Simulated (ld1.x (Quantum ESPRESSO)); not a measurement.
# gallium (Ga): one change to a PAW potential, before and after

ld1.x (Quantum ESPRESSO) 7.5 input, shortened:

```
&input
   title='Ga', zed=31., rel=1, dft='PBE', iswitch=3,
   config='[Ar] 3d10 4s2 4p1 4f-2'
 /
 &inputp
   pseudotype=3, lpaw=.true., tm=.true., lloc=-1, rcloc=1.85,
   nlcc=.false.,
   which_augfun='GAUSS', rmatch_augfun=1.15
 /
8
4S  1  0   2.00   0.00  1.95  2.05  0.0
4S  1  0   0.00   2.35  1.95  2.05  0.0
4P  2  1   1.00   0.00  1.95  2.50  0.0
4P  2  1   0.00   0.40  1.95  2.50  0.0
3D  3  2  10.00   0.00  1.20  1.50  0.0
3D  3  2   0.00  -0.90  1.20  1.50  0.0
4F  4  3  -2.00   0.20  1.55  2.10  0.0
4F  4  3  -2.00   1.75  1.55  2.10  0.0
 &test
   configts(1)='3d10 4s2 4p1'
 /
```

Change: core correction a·sin(br)/r model core inside 1.40 bohr.

Cutoffs: the cutoffs (Ry, on a coarse ladder) from which the occupation-weighted sum of valence levels, in a spherical-Bessel basis at the reference potential, stays within 10 and 1 mRy of its value at 400 Ry; they do not see the model core or the augmentation charge, which bear on the density cutoff. Errors are all-electron minus pseudo energies relative to the spin-unpolarised reference configuration.

Question: What does the change do?

Answer: The potential gets neither clearly harder nor softer (50 Ry and 80 Ry → 50 Ry and 80 Ry); of the 7 tests that both files solve, the error grows in 3 and shrinks in 0 by more than 15 % and 0.3 meV (median size 2.0 → 2.6 meV); neither file shows a bound ghost. The default core radius of the base comes out at 0.31 bohr. A wider model core is smoother and lowers the density cutoff, which this test does not measure.

```csv
quantity,base,changed
"cutoff, loose",50 Ry,50 Ry
"cutoff, tight",80 Ry,80 Ry
bound ghosts,none,none
"error for 3d10 4s2 4p0, meV [ΔE 5.69 eV]",0.0,-0.5
"error for 3d10 4s1 4p0, meV [ΔE 26.82 eV]",+2.0,-2.6
"error for 3d10 4s0 4p0, meV [ΔE 58.09 eV]",+4.5,-9.7
"error for 3d9 4s2 4p1, meV [ΔE 27.70 eV]",-194,-193
"error for 3d10 4s1 4p2, meV [ΔE 6.54 eV]",-1.0,-1.2
"error for 3d10 4s2 4p1.3, meV [ΔE -0.53 eV]",+0.1,+0.1
"error for 3d9 4s2 4p2, meV [ΔE 20.32 eV]",-171,-175
s: phases at 2.71 bohr within 0.05 rad from the reference energy up to (Ry; the scan ends near 5),to the end of the scan,to the end of the scan
p: phases at 2.71 bohr within 0.05 rad from the reference energy up to (Ry; the scan ends near 5),3.5,3.5
d: phases at 2.71 bohr within 0.05 rad from the reference energy up to (Ry; the scan ends near 5),to the end of the scan,to the end of the scan
f: phases at 2.71 bohr within 0.05 rad from the reference energy up to (Ry; the scan ends near 5),to the end of the scan,to the end of the scan
lowest overlap eigenvalue by channel,"s 0.44, p 0.69, d 1.00, f 0.95","s 0.44, p 0.69, d 1.00, f 0.95"
```
